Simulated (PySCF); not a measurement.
PySCF job for Bi(F)(OH)2 (BiFH2O2), SMILES [F][Bi]([OH])[OH], B3LYP-D3(BJ)/def2-SVP. Coordinates come from a B3LYP-D3(BJ)/def2-SVP optimisation. A frequency run showed that this geometry is not a minimum. The def2 effective core potentials stand for the cores of Bi; spin–orbit coupling is left out. One conformer was computed; it need not be the lowest.

```python
import numpy as np
from pyscf import gto, scf, dft, df
from pyscf.hessian import thermo

mol = gto.M(
    atom='''
    Bi    0.27541382   -0.03805181   -0.00000000
    F    -0.66307073    1.78383751   -0.00000000
    O    -0.83868168   -0.75732937   -1.61118977
    H    -1.73640197   -0.38948388   -1.62406847
    O    -0.83868168   -0.75732936    1.61118978
    H    -1.73640197   -0.38948387    1.62406849
    ''',
    basis='def2-SVP',
    ecp={'Bi': 'def2-svp'},
    charge=0,
    spin=0,
    max_memory=1600,
    verbose=3,
)
mf = dft.RKS(mol, xc='b3lyp').density_fit(auxbasis='def2-universal-jkfit')
mf.disp = 'd3bj'
mf.grids.level = 3
mf.conv_tol = 1e-11
mf.max_cycle = 100
mf.kernel()

# [left out here: the lines that compute and print the analytic Hessian (its translational invariance restored by hand, since the grid's response is missing), thermochemistry and intensities]
```

Log of the run:

```
converged SCF energy = -466.039171871959

WARN: DFTD3 does not support analytical Hessian, using finite difference


WARN: Mole.unit (angstrom) is changed to Bohr

Mode                                 0                   1                   2
Irrep
Freq [cm^-1]                     -100.2988            140.1433            180.9611
Reduced mass [au]                   1.3646              3.7656              6.5668
Force const [Dyne/A]               -0.0081              0.0436              0.1267
Char temp [K]                    -144.3077            201.6350            260.3628
Normal mode                   x     y     z       x     y     z       x     y     z
       0  Bi                 0.00 -0.00 -0.01    0.01 -0.01  0.00   -0.02 -0.00 -0.00
       1   F                -0.00 -0.00  0.09   -0.11 -0.07 -0.00    0.06  0.04  0.00
       2   O                 0.05 -0.03 -0.02   -0.00  0.10 -0.05    0.11  0.01 -0.10
       3   H                -0.16 -0.52  0.24    0.08  0.31 -0.10    0.09 -0.05 -0.20
       4   O                -0.05  0.03 -0.02   -0.00  0.10  0.05    0.11  0.01  0.10
       5   H                 0.16  0.52  0.24    0.08  0.31  0.10    0.09 -0.05  0.20
Mode                                 3                   4                   5
Irrep
Freq [cm^-1]                      226.0298            286.9344            560.0820
Reduced mass [au]                   3.3128              1.3300             17.9291
Force const [Dyne/A]                0.0997              0.0645              3.3137
Char temp [K]                     325.2065            412.8348            805.8333
Normal mode                   x     y     z       x     y     z       x     y     z
       0  Bi                 0.00 -0.00 -0.01    0.00 -0.01 -0.00    0.00  0.02  0.00
       1   F                -0.00 -0.00  0.14   -0.02 -0.02  0.00    0.08 -0.17 -0.00
       2   O                 0.02 -0.10  0.01    0.01  0.08 -0.04   -0.05 -0.03 -0.07
       3   H                 0.15  0.19 -0.27   -0.22 -0.46  0.33   -0.04  0.00 -0.03
       4   O                -0.02  0.10  0.01    0.01  0.08  0.04   -0.05 -0.03  0.07
       5   H                -0.15 -0.19 -0.27   -0.22 -0.46 -0.33   -0.04  0.00  0.03
Mode                                 6                   7                   8
Irrep
Freq [cm^-1]                      562.9232            581.6971            780.8477
Reduced mass [au]                  14.1089             15.8243              1.0763
Force const [Dyne/A]                2.6342              3.1548              0.3866
Char temp [K]                     809.9212            836.9326           1123.4660
Normal mode                   x     y     z       x     y     z       x     y     z
       0  Bi                 0.00  0.00 -0.02   -0.02  0.00 -0.00   -0.00 -0.00  0.00
       1   F                 0.00 -0.00  0.00    0.06 -0.10 -0.00   -0.00  0.00 -0.01
       2   O                 0.09  0.06  0.13    0.08  0.05  0.11   -0.02  0.03  0.02
       3   H                 0.08  0.02  0.03    0.06 -0.00  0.00   -0.15 -0.32 -0.58
       4   O                -0.09 -0.06  0.13    0.08  0.05 -0.11    0.02 -0.03  0.02
       5   H                -0.08 -0.02  0.03    0.06 -0.00 -0.00    0.15  0.32 -0.58
Mode                                 9                  10                  11
Irrep
Freq [cm^-1]                      831.1195           3792.3268           3794.1332
Reduced mass [au]                   1.1036              1.0669              1.0670
Force const [Dyne/A]                0.4491              9.0407              9.0499
Char temp [K]                    1195.7959           5456.3139           5458.9129
Normal mode                   x     y     z       x     y     z       x     y     z
       0  Bi                -0.01  0.00 -0.00   -0.00 -0.00 -0.00   -0.00 -0.00  0.00
       1   F                 0.01  0.00  0.00    0.00 -0.00 -0.00    0.00 -0.00  0.00
       2   O                 0.03 -0.03 -0.03    0.04 -0.02  0.00    0.04 -0.02  0.00
       3   H                 0.15  0.31  0.58   -0.63  0.25 -0.02   -0.63  0.25 -0.02
       4   O                 0.03 -0.03  0.03   -0.04  0.02  0.00    0.04 -0.02 -0.00
       5   H                 0.15  0.31 -0.58    0.63 -0.25 -0.02   -0.63  0.25  0.02
temperature 298.1500 [K]
pressure 101325.00 [Pa]
Rotational constants [GHz] 3.84652 3.60917 3.00600
Symmetry number 1
Zero-point energy (ZPE) 0.02674 [Eh]   70204.035 [J/mol]
                           tot       elec      trans        rot        vib
Entropy [J/mol/K]       332.580      0.000    178.192    110.650     43.737
Cv [J/mol/K]             74.573      0.000     12.472     12.472     49.630
Cp [J/mol/K]             82.888      0.000     20.786     12.472     49.630
Internal energy [J/mol]                      3718.434   3718.434  77814.810
Internal energy [Eh]   -466.00670  -466.03917
Enthalpy [J/mol]                             6197.391   3718.434  77814.810
Enthalpy [Eh]          -466.00576
Gibbs free energy [J/mol]                  -46930.597 -29272.008  64774.577
Gibbs free energy [Eh] -466.04352
static polarisability / bohr^3: [[41.137  0.736 -0.   ]
 [ 0.736 35.503  0.   ]
 [-0.    -0.    43.64 ]]
largest difference of analytic and finite-field dipole derivatives / e: 0.000796903468878174
mode   freq/cm-1   IR/(km/mol)   Raman/(A^4/amu)   depolarisation
   1     -100.30        18.002             3.452            0.750
   2      140.14        18.956             3.488            0.748
   3      180.96        24.181             3.408            0.697
   4      226.03        65.045             0.477            0.750
   5      286.93       172.967             3.918            0.725
   6      560.08        71.486             6.534            0.678
   7      562.92       106.646            10.470            0.750
   8      581.70        38.708            20.838            0.012
   9      780.85        64.501             1.503            0.750
  10      831.12        14.332             0.903            0.294
  11     3792.33        27.473            54.955            0.750
  12     3794.13        97.319           169.399            0.170
max |gradient| / (hartree/bohr): 0.0002836591712909545
APT charges: [ 1.6119 -0.6179 -0.7345  0.2376 -0.7345  0.2376]
```

Self-consistency was reached. The end point has an imaginary mode, so it is no minimum.

Cost: around 90 core-seconds (rough).
